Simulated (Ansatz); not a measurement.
Born–Oppenheimer molecular dynamics of CH$_{7}$BO$_{2}$ (11 atoms, charge 0, multiplicity 1). It starts at the highest image of a converged band. Of that band: The profile has 2 maxima (images 3, 5) with wells between them (image 4): this band takes more than one step, which may be the mechanism or a detour left from its start path. Neighbouring images differ by up to 1.6 eV, so the band resolves the path poorly. A vibrational analysis at the climbing image gives one clearly imaginary mode, 1173i cm⁻¹: a first-order saddle point.

Computed with RKS PBE/def2-SVP (Ansatz).

```
ensemble                      : NVE (velocity Verlet)
time step                     : 0.5 fs
steps asked                   : 200
starting velocities drawn for : 100 K
seed                          : 11914
```

First frame:

```xyz
11
Properties=species:S:1:pos:R:3
B 0.039 -0.422 0.049
C -0.018 0.015 1.820
H -0.905 -0.110 2.482
H 0.900 -0.213 2.400
H -0.003 1.093 1.570
O 1.278 -0.152 -0.521
H 1.994 -0.672 -0.117
H -0.917 0.116 -0.491
O -0.230 -2.003 0.292
H -1.109 -2.227 -0.069
H -0.310 -1.242 1.251
```

(1) How far do the bonds stretch over the last three quarters of this one trajectory? (Pairs bonded in most of those frames.)

Answers

(1) 
```csv
bond,mean (Å),spread (Å),shortest,longest
B1–C2,1.584,0.043,1.51,1.68
B1–O6,1.380,0.042,1.31,1.44
B1–H8,1.228,0.017,1.19,1.25
C2–H3,1.113,0.026,1.07,1.16
C2–H4,1.113,0.019,1.08,1.15
C2–H5,1.115,0.021,1.08,1.16
O6–H7,0.978,0.003,0.97,0.98
O9–H10,0.980,0.014,0.95,1.00
O9–H11,0.979,0.011,0.96,1.00
```

Mean temperature of the second half: 634 K. The conserved energy stayed within 0.14 meV per atom of its start (net change 0.028 meV per atom), so the integration is sound. The kinetic energy rose, since the run started high on the potential surface and went downhill. It ends in pieces (CH5BO + H2O), so much of that is their flight and rotation, not heat. A run of 0.1 ps of so small a system gives no equilibrium averages. The orbitals stay closed-shell, which can raise the energy where a bond breaks towards radicals; this wasn't checked here.

Run time: 4.5 min on 2 threads of Arm Neoverse V1, with other jobs on the host, peak memory 0.12 GiB.
